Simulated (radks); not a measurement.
Task: All-electron atom: the chromium ion Cr4+ in [Ar] 3d2. Method: scalar-relativistic Kohn-Sham, LB94 model potential, spin-polarised, spherical densities, finite nucleus; open shells are filled with parallel spins first; Fermi nuclear charge, rms radius 3.6452 fm; computed with a radial shooting solver on a logarithmic mesh with Libxc functionals. Some entries of the table are withheld. Estimate them.

orbital  occ.  eigenvalue (hartree)  r(max) (bohr)  <r^2> (bohr^2)
1s down     1             -220.9724        0.04160        0.005398
1s up       1             -220.9716        0.04160        0.005398
2s down     1             -27.74145         0.2437          0.1005
2s up       1             -27.72614         0.2436          0.1006
2p down     3             -23.83493         0.1974         0.08206
2p up       3             -23.82263         0.1974         0.08215
3s up       1                   (1)         0.7678             (2)
3s down     1                   (3)         0.7688             (4)
3p up       3              -4.17594         0.7823          0.9864
3p down     3              -4.11152         0.7838          0.9968
3d up       2              -2.52797         0.7547           1.245
3d down     0              -2.47604         0.7564           1.275

Result: 
(1) 3s up eigenvalue (hartree): -5.23780
(2) 3s up <r^2> (bohr^2): 0.8866
(3) 3s down eigenvalue (hartree): -5.16929
(4) 3s down <r^2> (bohr^2): 0.8928
